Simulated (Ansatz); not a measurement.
System: CH11N3Si2, net charge 0, singlet state. 
Structure (B3LYP-D3(BJ)/def2-TZVP (Ansatz, a first-principles code) minimum search):
```xyz
17

C      2.0275    -0.7213     1.6490
Si     1.6121     0.1763     0.0427
Si    -0.7076     0.1105    -0.3321
N     -1.3641     1.1407     0.8889
N     -0.9631     0.4035    -2.0105
N     -1.5277    -1.3796    -0.0508
H      3.0982    -0.6990     1.8579
H      1.5039    -0.2585     2.4874
H      1.7131    -1.7653     1.5937
H      2.0938     1.5856     0.1383
H      2.3615    -0.4473    -1.0825
H     -0.9299     2.0267     1.0951
H     -2.3611     1.1781     1.0450
H     -0.3451     1.0029    -2.5331
H     -1.8908     0.3918    -2.4081
H     -1.4437    -2.1299    -0.7176
H     -1.6445    -1.7241     0.8886
```
Charge 0, spin multiplicity 1.

Basis-set convergence of Hartree-Fock and CCSD(T) correlation energies (hartree) with Ansatz. Valence correlation only, unless marked. Spin-orbit coupling is left out. No relativistic terms.

```json
[
 {"basis": "cc-pV(D+d)Z", "functions": "157", "E(HF)": "-785.60720", "E(corr, CCSD(T))": "-0.95996"},
 {"basis": "cc-pV(T+d)Z", "functions": "352", "E(HF)": "-785.71479", "E(corr, CCSD(T))": "-1.17969"},
 {"basis": "cc-pV(Q+d)Z", "functions": "678", "E(HF)": "-785.73827", "E(corr, CCSD(T))": "-1.24870"}
]
```

Extrapolating the two largest sets (X = 3 and 4) as X^-3: E(corr) = (64·(-1.24870) - 27·(-1.17969))/37 = -1.2991 Eh, an estimate of the basis-set limit. The largest set recovers 96.1 % of it, the smallest 73.9 %.
